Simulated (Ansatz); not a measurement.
```yaml
crystal:
  periodic: [false, false, false]
  atoms:
    - {symbol: F, position_ang: [0.332949, 2.632822, 1.884845]}
    - {symbol: C, position_ang: [0.814764, 2.201411, 0.660728]}
    - {symbol: Ga, position_ang: [0.121582, 0.409598, 0.154087]}
    - {symbol: Si, position_ang: [-1.365558, -1.457446, 0.322837]}
    - {symbol: D, position_ang: [0.320756, -1.521173, -1.270894]}
    - {symbol: H, position_ang: [0.534411, 2.935532, -0.102603]}
    - {symbol: H, position_ang: [1.908956, 2.169847, 0.707263]}
    - {symbol: H, position_ang: [-1.799930, -2.488618, 1.306295]}
    - {symbol: H, position_ang: [-2.557942, -0.839201, -0.335758]}
    - {symbol: H, position_ang: [0.246723, -1.951751, -2.695626]}
    - {symbol: H, position_ang: [1.508690, -2.148021, -0.610473]}
basis:
  gaussian: {orbitals: "6-31G*"}
magnetization: {spin_polarized: true, initial_magnetization: 0}
hamiltonian: {xc: {name: wPBEh}}
output: {forces: true}
```

```sh
$ ansatz run in.yaml --threads 4 --pin off --events-out ev --progress --plain --max-ram 10444MiB
```

Output, abridged:

```
Error: YAML parse error: error: line 8 column 16: `D` is not an element symbol (H … Og, case-exact)
 6 |     - {symbol: Ga, position_ang: [0.121582, 0.409598, 0.154087]}
 7 |     - {symbol: Si, position_ang: [-1.365558, -1.457446, 0.322837]}
 8 |     - {symbol: D, position_ang: [0.320756, -1.521173, -1.270894]}
 9 |     - {symbol: H, position_ang: [0.534411, 2.935532, -0.102603]}
10 |     - {symbol: H, position_ang: [1.908956, 2.169847, 0.707263]}
```

In this input an element symbol is wrong. The input was rejected before any iteration.
